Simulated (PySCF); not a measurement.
HfO (SMILES [O]=[Hf]), singlet, geometry from GFN2-xTB (such geometries of metal compounds can be far from the true shape) (core potentials on Hf). Base run: PBE0/def2-TZVP, polarisability (PySCF).

The PySCF input:
```python
from pyscf import gto, scf, dft
from pyscf.prop import polarizability

mol = gto.Mole()
mol.atom = '''
    Hf   -0.000000   -0.000000   -0.173062
    O     0.000000    0.000000    1.557562
'''
mol.basis = 'def2-tzvp'
mol.ecp = {'Hf': 'def2-tzvp'}
mol.charge = 0
mol.spin = 0
mol.verbose = 3
mol.build()

mf = dft.RKS(mol)
mf.xc = 'pbe0'
mf.kernel()
alpha = mf.Polarizability().polarizability()[2, 2]
print('alpha_zz =', alpha)
```

The base run was repeated with changes; each row names its change, and settings that it needs were set with it.

| change | alpha_zz (bohr³) | basis functions |
|---|---|---|
| base | 72.13 | 71 |
| functional = hf | 73.20 | 71 |
| basis = def2-TZVPD | 78.28 | 83 |
| finite field (a.u.) = 2e-4; conv_tol = 1e-11 | 72.13 | 71 |
| finite field (a.u.) = 0.001; conv_tol = 1e-6 | 72.14 | 71 |
| functional = pbe | 71.32 | 71 |
| finite field (a.u.) = 0.02; conv_tol = 1e-11 | 72.13 | 71 |
| basis = def2-SVPD | 77.12 | 58 |
| finite field (a.u.) = 0.005; conv_tol = 1e-11 | 72.13 | 71 |
| finite field (a.u.) = 0.05; conv_tol = 1e-11 | 72.12 | 71 |
| basis = def2-SVP | 74.68 | 46 |
| functional = camb3lyp | 69.45 | 71 |

Finite-field rows take the second difference of the energy in a field along z; a small field with loose convergence shows SCF noise divided by the square of the field, and a large one adds hyperpolarisability.
